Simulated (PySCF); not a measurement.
Run record: geometry optimisation, `C[CH2][Ge@@H]([PH2])[N](C)C`.

Computed with PBE0-D3(BJ)/def2-SVP geometry optimisation, gas phase (PySCF 2.14.0). Start geometry: GFN2-xTB. The input is one job of a driver script: a line of settings, then coordinates in Å.

Input:
```
{"job": {"xc": "PBE0", "basis": "def2-SVP", "d3": "d3bj", "grid": 1, "kind": "geom"}, "charge": 0, "multiplicity": 1}
C      2.216526     1.073761     0.948494
C      1.960388     0.076691    -0.169141
Ge     0.120896     0.293624    -0.945708
P     -0.450653    -1.090227    -2.756126
N     -1.079530     0.157109     0.460210
C     -1.074897    -1.058553     1.241234
C     -2.426209     0.619673     0.213262
H      1.500617     0.932102     1.754096
H      2.111254     2.091631     0.579628
H      3.223022     0.953089     1.347483
H      2.689108     0.215490    -0.969633
H      2.085285    -0.943227     0.198881
H     -0.077533     1.751949    -1.353459
H     -0.061590    -2.225820    -2.057379
H      0.803626    -0.955497    -3.330303
H     -1.619813    -1.878517     0.752010
H     -1.546219    -0.872496     2.210277
H     -0.047701    -1.377018     1.413671
H     -2.383755     1.539115    -0.368808
H     -3.031525    -0.114865    -0.334874
H     -2.920219     0.828929     1.165713
```

Output:
```
step   0  E = -2632.80277172  max force = 0.019400
step   1  E = -2632.80791713  max force = 0.005002
step   2  E = -2632.80818207  max force = 0.001088
step   3  E = -2632.80820523  max force = 0.000389
step   4  E = -2632.80821476  max force = 0.000404
optimisation converged
```

Energies in Eh; «max force» is the largest Cartesian gradient component in Eh/bohr.

Question: Give the first gradient maximum in eV/Å.

Answer: With 1 Eh/bohr = 51.422 eV/Å, 0.998 eV/Å.

Question: How much energy does the optimisation release, in kcal/mol?

Answer: E(step 0) − E(last step) = 0.005443 Eh, which is 3.4 kcal/mol.

In short: final energy -2632.80821 Eh after 4 steps; dipole 1.42 D.

Question: Give the final coordinates.

Answer: 0.100 Å rms from the input after alignment:
```
atom  x, y, z in Å
C1     2.1015    1.1136    1.0878
C2     1.9182    0.1439   -0.0719
Ge3    0.1775    0.3289   -0.9494
P4    -0.1166   -1.1906   -2.7160
N5    -1.1305    0.1152    0.3313
C6    -1.1317   -1.0939    1.1126
C7    -2.4494    0.6260    0.0608
H8     1.3295    0.9642    1.8581
H9     2.0234    2.1604    0.7543
H10    3.0861    0.9932    1.5675
H11    2.6880    0.2869   -0.8481
H12    2.0154   -0.9029    0.2611
H13   -0.0280    1.7541   -1.5094
H14    0.3178   -2.2982   -1.9219
H15    1.1942   -0.9545   -3.2371
H16   -1.6573   -1.9425    0.6227
H17   -1.6301   -0.9259    2.0855
H18   -0.1033   -1.4219    1.3308
H19   -2.3912    1.5683   -0.5052
H20   -3.0885   -0.0747   -0.5187
H21   -2.9808    0.8427    1.0063
```

The run took about 4 min of CPU time (one thread, shared machine).
Labels such as C1 count atoms from 1, the log's own numbers from 0.
